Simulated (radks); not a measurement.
Results of a calculation; reference values are marked as such.
Problem. Orbital eigenvalues (eV) of the vanadium ion V2+, [Ar] 3d3, of relativity; Dirac values are averaged over j with weights 2j + 1. Spin-unpolarised spherical Kohn-Sham, BLYP, point nucleus unless stated (finite: rms radius 3.6002 fm), a radial shooting solver on a logarithmic mesh with Libxc functionals. A level marked "c x" has the speed of light scaled by that factor and shares open shells by 2j + 1; other Dirac levels either fill j = l - 1/2 first or share by 2j + 1.

| shell | non-rel. |
|---|---|
| 1s | -5344.5 |
| 2s | -611.64 |
| 2p | -518.72 |
| 3s | -85.471 |
| 3p | -60.281 |
| 3d | -21.464 |

Give the values at the level "Dirac, c x 2".

Solution. 
shell  Dirac, c x 2  change of magnitude (%)
1s          -5354.0                    +0.18
2s          -613.47                    +0.30
2p          -518.99                    +0.05
3s          -85.749                    +0.33
3p          -60.330                    +0.08
3d          -21.431                    -0.15
